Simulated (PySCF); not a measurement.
# Electron correlation in Pb (lead, neutral)

[Xe] 4f14 5d10 6s1 6p2 7s1, high-spin 5P determinant (an excited configuration). Calculation: PySCF 2.14, in aug-cc-pVTZ-PP with ECP60MDF (6s5p4d2f, 55 functions); scalar relativity through the core potential. Frozen: 5s2 5p6 5d10; 4 electrons correlated.

MP2 pair energies summed by pair of shells (mhartree):

| pair | energy | share (%) |
| --- | --- | --- |
| 6p-7s | -4.96 | 40.3 |
| 6p-6p | -3.52 | 28.6 |
| 6s-6p | -3.00 | 24.4 |
| 6s-7s | -0.83 | 6.8 |

Total MP2 correlation energy: -12.31 mhartree.

Same-spin part -12.31 and opposite-spin part 0.00 mhartree; SCS-MP2 scales them by 1/3 and 6/5 to -4.10 mhartree.

Spin-orbit coupling is strong in this species, so the high-spin LS determinant is a model state.
